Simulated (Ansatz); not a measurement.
The cluster OsO₃⁻, relaxed as a doublet with UKS PBE-D4/def2-TZVPD in Ansatz, starting from the GFN1-xTB geometry. Force threshold 0.02 eV/Å.

In the def2 sets Os takes a core potential; there is no spin–orbit coupling. The highest occupied level of the charge -1 doublet lies above zero (up to 0.79 eV). By energy differences its removal costs 2.63 eV (vertical, to the charge 0 singlet, at PBE-D4/def2-TZVPD); a positive level beside a positive removal energy at the same level points to self-interaction error. The relaxation made no stability test and no search for a lower SCF solution. The structure comes from a short search, and lower isomers may exist.

Start:

```xyz
4

Os   -0.055    0.036    0.112
O    -1.212    1.175   -0.207
O     0.713   -0.470   -1.342
O     0.554   -0.740    1.438
```

| step | energy (eV) | largest force component (eV/Å) | SCF passes |
| --- | --- | --- | --- |
| 1 | -8610.2660 | 4.813 | 37 |
| 2 | -8610.8422 | 0.546 | 31 |
| 3 (rejected) | -8610.6913 | 1.325 | 37 |
| 4 (rejected) | -8610.7890 | 2.166 | 37 |
| 5 | -8610.8521 | 0.313 | 32 |
| 6 | -8610.8522 | 0.310 | 30 |
| 7 | -8610.8527 | 0.476 | 37 |
| 8 | -8610.8553 | 0.168 | 39 |
| 9 | -8610.8560 | 0.084 | 32 |
| 10 | -8610.8562 | 0.015 | 29 |

Force components are those of the run's own axes.

End:

```xyz
4

Os   -0.0385    0.0250    0.0705
O    -1.2766    1.2241   -0.1653
O     0.7701   -0.5002   -1.4206
O     0.5449   -0.7489    1.5154
```

By distances, no bond broke or formed. The bond that changes most is Os1–O4, from 1.65 to 1.74 Å (atoms count from 1).

No frequencies were taken in this run, so the end may be a saddle point.

It took 55 s on 4 threads of Intel Xeon on a shared host.
